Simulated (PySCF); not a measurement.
Ag2, SMILES [Ag][Ag], multiplicity 1. Geometry: PBE-D3(BJ)/def2-TZVPD. The spin state was assumed, not searched. The def2 effective core potentials stand for the cores of Ag; spin–orbit coupling is left out.

Computed with PySCF 2.14.0 with PBE-D3(BJ)/def2-TZVPD.

Harmonic wavenumbers (cm⁻¹): 181. Rotational constants (GHz): 1.413 (linear); symmetry number 2.

Q: Work out the zero-point energy and the ideal-gas rigid-rotor harmonic-oscillator thermochemistry at 298.15 K and 1 atm.

A: ZPE = ½ Σ hcν = ½ × 181 cm⁻¹ = 0.26 kcal/mol. H − E(el) = 2.70 kcal/mol. Entropy in cal/(mol K): translation 42.01, rotation 17.28, vibration 2.32, total 61.61. G − E(el) = -15.66 kcal/mol. Cp = 8.82 cal/(mol K).
